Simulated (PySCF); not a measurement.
H4BNO2 (SMILES NB(O)O), singlet, geometry from GFN2-xTB; PBE0/6-31G, polarisability in PySCF.

PySCF was given this input:
```python
from pyscf import gto, scf, dft
from pyscf.prop import polarizability

mol = gto.Mole()
mol.atom = '''
    B    -0.00451108    0.00087703   -0.00265988
    O    -0.89111470   -1.03890468   -0.12823650
    H    -1.69054821   -0.84152744   -0.61335532
    O    -0.21284169    1.25353294   -0.52269162
    H    -1.03575074    1.37156721   -0.99415805
    N     1.18524273   -0.23043173    0.69885716
    H     1.87840205    0.48010799    0.83058104
    H     1.40540437   -1.11853688    1.10565663
'''
mol.basis = '6-31g'
mol.verbose = 3
mol.build()

mf = dft.RKS(mol)
mf.xc = 'pbe0'
mf.kernel()
alpha = mf.Polarizability().polarizability()[2, 2]
print('alpha_zz =', alpha)
```

What the program printed (banner, timings and long lists left out):

```
site-packages/pyscf/prop/efg/rhf.py:45: UserWarning: Module EFG is under testing
  warnings.warn('Module EFG is under testing')
site-packages/pyscf/prop/efg/dhf.py:30: UserWarning: Module EFG is under testing
  warnings.warn('Module EFG is under testing')
site-packages/pyscf/prop/zfs/uhf.py:40: UserWarning: Module ZFS is under testing
  warnings.warn('Module ZFS is under testing')
site-packages/pyscf/prop/gtensor/uhf.py:43: UserWarning: Module g-tensor is under testing
  warnings.warn('Module g-tensor is under testing')
site-packages/pyscf/prop/gtensor/uks.py:41: UserWarning: Module g-tensor is under testing
  warnings.warn('Module g-tensor is under testing')
site-packages/pyscf/prop/hfc/uks.py:35: UserWarning: Module HFC is under testing
  warnings.warn('Module HFC is under testing')
site-packages/pyscf/prop/magnetizability/rhf.py:39: UserWarning: Module magnetizability is under testing
  warnings.warn('Module magnetizability is under testing')
site-packages/pyscf/prop/magnetizability/uhf.py:37: UserWarning: Module magnetizability is under testing
  warnings.warn('Module magnetizability is under testing')
site-packages/pyscf/prop/magnetizability/rks.py:37: UserWarning: Module magnetizability is under testing
  warnings.warn('Module magnetizability is under testing')
site-packages/pyscf/prop/magnetizability/uks.py:39: UserWarning: Module magnetizability is under testing
  warnings.warn('Module magnetizability is under testing')
site-packages/pyscf/prop/polarizability/uhf.py:34: UserWarning: Module polarizability is under testing
  warnings.warn('Module polarizability is under testing')
site-packages/pyscf/prop/polarizability/rks.py:29: UserWarning: Module polarizability is under testing
  warnings.warn('Module polarizability is under testing')
site-packages/pyscf/prop/polarizability/uks.py:29: UserWarning: Module polarizability is under testing
  warnings.warn('Module polarizability is under testing')
converged SCF energy = -232.260219718776
alpha_zz = 16.515216560235867
```
